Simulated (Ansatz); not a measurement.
```yaml
crystal:
  periodic: [false, false, false]
  atoms:
    - {symbol: Si, position_ang: [-1.274465, 1.326766, -0.603316]}
    - {symbol: Si, position_ang: [-0.637200, -0.395942, 0.837526]}
    - {symbol: B, position_ang: [1.119976, -0.804324, 1.557364]}
    - {symbol: Si, position_ang: [1.614567, -0.799335, -0.260833]}
    - {symbol: H, position_ang: [-1.679664, 0.732682, -1.948226]}
    - {symbol: H, position_ang: [-2.337981, 2.133025, -0.023912]}
    - {symbol: H, position_ang: [-0.084633, 2.240931, -0.874083]}
    - {symbol: H, position_ang: [-1.810048, -1.118318, 1.237493]}
    - {symbol: H, position_ang: [1.360543, -1.565178, 2.371369]}
    - {symbol: H, position_ang: [1.415656, 0.171718, -1.295548]}
    - {symbol: H, position_ang: [2.338100, -1.981448, -0.862345]}
basis:
  gaussian: {orbitals: ANO-RCC-VTZP, fitting: {mean_field: cc-pVTZ-jkfit}, point_charges: [{charge: 1.00, position_ang: [6.270, -0.650, 0.262]}]}
hamiltonian: {xc: {name: HF}}
correlation: {active_space: {window: {electrons: 3, orbitals: 2}}}
scf: {lower_state_search: off}
```

```sh
$ ansatz run in.yaml --threads 2 --pin off --events-out ev --progress --plain --max-ram 4352MiB
```

Output, abridged:

```
Functional definition: HF
  name "HF"
  cite "Fock, Z. Phys. 61, 126 (1930) doi:10.1007/BF01340294"
  parent pbe
  exchange = exact_x
  correlation = 0
these checks for a lower state are left out or cut short: stability, starts, cluster_reference, orbital_swaps, neighbouring_geometries, increment
652 factors; integrals over basis functions are off by at most 4.4e-1 eV
mean field evaluation 1: about -24414.9759 eV, gradient 2.1e1 eV
mean field evaluation 2: about -24417.0901 eV, gradient 8.6e0 eV
mean field evaluation 4: about -24417.4895 eV, gradient 4.9e-1 eV
mean field -24417.49263832 eV, -897.3263036873 hartree, gradient 2.0e-6 eV, S^2 0.000000; 0 other end points of the search recorded, 0 dependent functions left out
reference -24417.49263832 eV, -897.3263036873 hartree; 27, 27 occupied and 203, 203 virtual orbitals, 652 factors
Error: 3 electrons in 2 orbitals form no window around the highest filled level of the reference
```

What is wrong with this run?

The active space doesn't fit the electrons. The run stopped with an error.
